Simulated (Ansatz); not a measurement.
Input for Ansatz (a program for electronic structure): R-wB97X-V/def2-TZVPP on H2O2Se (SMILES O[Se]O), a point of a torsion scan.

Ansatz 0.2 input:
```yaml
crystal:
  periodic: [false, false, false]
  atoms:
    - {symbol: O, position_ang: [1.14241765, 0.48114567, -0.29682303]}
    - {symbol: Se, position_ang: [-0.19975093, -0.68154950, -0.61788559]}
    - {symbol: O, position_ang: [-1.04861769, -0.53088342, 0.93797519]}
    - {symbol: H, position_ang: [1.99446647, 0.04305191, -0.34901806]}
    - {symbol: H, position_ang: [-1.55822315, 0.28505943, 0.96193902]}
basis:
  gaussian:
    orbitals: def2-TZVPP
hamiltonian:
  xc: {name: wB97X-V}
scf: {lower_state_search: off}
```

Program output:

```
WARN ansatz: RAYON_NUM_THREADS=1 ignored (pool sized by the plan → 1); use --threads N
Functional definition: wB97X-V
these checks for a lower state are left out or cut short: stability, starts, cluster_reference, orbital_swaps, neighbouring_geometries, increment
integrals: 0.07 GiB planned
829 factors; their error is unknown
integrals: 0.10 GiB planned
156 factors; integrals over basis functions are off by at most 1.5e-5 eV
mean field: 0.62 GiB planned
mean field evaluation 1: about -69464.4931 eV, gradient 5.7e1 eV
mean field evaluation 2: about -69462.1790 eV, gradient 6.9e1 eV
mean field evaluation 4: about -69469.5024 eV, gradient 9.3e-1 eV
mean field evaluation 8: about -69469.5062 eV, gradient 5.9e-2 eV
mean field evaluation 16: about -69469.7773 eV, gradient 1.7e-4 eV
mean field -69469.77726909 eV, -2552.9672263327 hartree, gradient 2.6e-6 eV, S^2 0.000000; 0 other end points of the search recorded, 0 dependent functions left out
reference -69469.77726771 eV, -2552.9672262822 hartree; 26, 26 occupied and 112, 112 virtual orbitals, 829 factors
Total energy: -69469.77726771 eV, -2552.9672262822 hartree
Checks for a lower state left out: stability, starts, cluster_reference, orbital_swaps, neighbouring_geometries, increment
```

Self-consistency was reached.

Cost: around 4 core-seconds (rough).
